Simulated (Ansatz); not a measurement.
Species: C4H5O2, net charge 1, singlet state. It need not be the lowest isomer of its formula. SMILES: [OH2+]c1ccco1
Geometry from a B3LYP-D3(BJ)/def2-TZVP (Ansatz, a program for electronic structure) optimisation:
```
C
O 1 1.3342
C 1 1.3445 2 115.01
H 3 1.0764 1 128.41 2 180.00
C 2 1.3771 1 104.45 3 0.00
C 5 1.3558 2 110.14 1 0.00
H 5 1.0752 6 134.48 3 -180.00
H 6 1.0765 5 126.45 7 0.00
O 1 1.4270 2 114.76 5 180.00
H 9 0.9809 1 115.84 2 -67.04
H 9 0.9809 10 111.92 1 -135.82
```
Charge +1, spin multiplicity 1.

Parts of the frozen-core correlation energy in cc-pVTZ (Ansatz, hartree). Frozen orbitals: 6; correlated occupied orbitals by spin: 16 and 16; virtual: 228 and 228. No spin-orbit coupling. No relativistic terms. The restricted reference is unstable.

| term | value |
|---|---|
| reference (HF) | -303.88174 |
| MP2 opposite-spin | -0.81502 |
| MP2 same-spin | [?] |
| CCSD correlation | [?] |
| (T) | [?] |
| T1 diagnostic | 0.013 |
| largest doubles amplitude | 0.055 |

**Question.** Some entries are withheld; supply them.

**Answer.** 
- MP2 same-spin, value: -0.27973
- CCSD correlation, value: -1.11101
- (T), value: -0.05219
